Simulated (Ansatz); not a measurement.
Molecule: AgH, net charge 0, singlet state. 
Geometry from a B3LYP-D3(BJ)/def2-TZVP (Ansatz, a quantum-chemistry and plane-wave program) optimisation:
```xyz
2

Ag     0.0000     0.0000    -0.0337
H      0.0000     0.0000     1.5853
```
Charge 0, spin multiplicity 1.

Computed values are from Ansatz. Cores are frozen in the correlated levels unless marked. UHF or UKS for open shells. Spin-orbit coupling is left out. Frozen are the shells of the preceding noble gas and the d and f shells that filled before the atom's block. In def2 rows, elements after Kr have scalar-relativistic effective core potentials. Basis-set limits of correlation are two-point, X^-3; Hartree-Fock from the larger set.

```yaml
atomisation energy De: 225.4 kJ/mol at CCSD(T)/CBS(def2-TZVPPD,def2-QZVPPD)
vertical ionisation energy (to the doublet): 9.39 eV at CCSD(T)/CBS(def2-TZVPPD,def2-QZVPPD)
total_energy: -147.1333 Eh at CCSD(T)/CBS(def2-TZVPPD,def2-QZVPPD)
dipole_moment: 3.27 D at CCSD(T)/def2-SVPD
```

The T1 diagnostic of CCSD in the largest basis is 0.030, which is high, so the coupled-cluster rows are less sure than usual.
